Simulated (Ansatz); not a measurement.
The same ligand exchange along the group B, Al, Ga, In.

Gas-phase electronic energies from Ansatz, PBE0-D4/def2-TZVP geometries. CCSD(T)/CBS adds triple-zeta CCSD(T) − MP2 to the extrapolated MP2 energy (def2 sets, frozen cores). This one scheme is used for every species. def2 core potentials past Kr. For Ga, In outer-core shells are correlated without core-valence functions, which leaves a few kJ/mol of doubt a bond. Scalar relativity is left out up to krypton. Each species was taken in one conformer, which may not be the lowest.

```json
{"reaction": "`NB(N)O` + HCl → `NB(N)Cl` + H₂O", "MP2/CBS(def2) (eV)": "0.04"}
{"reaction": "`[NH2][Al]([NH2])[OH]` + HCl → `[NH2][Al]([NH2])[Cl]` + H₂O", "MP2/CBS(def2) (eV)": "-0.43"}
{"reaction": "`[NH2][Ga]([NH2])[OH]` + HCl → `[NH2][Ga]([NH2])[Cl]` + H₂O", "MP2/CBS(def2) (eV)": "-0.75"}
{"reaction": "`[NH2][In]([NH2])[OH]` + HCl → `[NH2][In]([NH2])[Cl]` + H₂O", "MP2/CBS(def2) (eV)": "-1.03"}
```

(1) Give the CCSD(T)/CBS values in the same order. (Estimate.)

Largest T1 diagnostic: 0.015, for `[NH2][In]([NH2])[OH]`.

Results:

(1) Ansatz gave: 0.10, -0.40, -0.73, -1.01 eV.
